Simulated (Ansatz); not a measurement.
This geometry of CH₃Se (5 atoms, charge -1, multiplicity 1) is a first-order saddle point.

Theory: Ansatz 0.2.0, RKS r2SCAN-D4/def2-TZVP.

```xyz
5
Properties=species:S:1:pos:R:3
C -0.294 -0.589 0.114
Se 1.021 0.678 -0.157
H -0.482 -0.908 1.132
H -0.549 -1.234 -0.717
H 0.304 2.054 -0.373
```

(1) Which two structures does it join? (They come from a converged band through this point; their orientation in space is the band's.)

(2) How far does it lie above each of them?

Answers

(1) No bond is made or broken. The height of C1 over the plane of its neighbours goes from -0.52 to 0.42 Å.

First end point:

```xyz
5
Properties=species:S:1:pos:R:3
C -0.584 -0.442 0.099
Se 1.048 0.619 -0.147
H -0.431 -0.924 1.079
H -0.495 -1.231 -0.666
H 0.463 1.979 -0.365
```

Last end point:

```xyz
5
Properties=species:S:1:pos:R:3
C 0.050 -0.866 0.151
Se 1.022 0.741 -0.168
H -0.549 -0.766 1.066
H -0.613 -1.077 -0.699
H 0.090 1.968 -0.350
```

(2) 9.2 kJ/mol above the first and 20.1 kJ/mol above the second. This is the barrier of this one path; another mechanism may lie lower. Limits of this set-up: an anion without diffuse functions.

Run time: 46 s on 2 threads of Intel(R) Xeon(R) Platinum 8488C (Sapphire Rapids), on a shared host, peak memory 0.17 GiB.
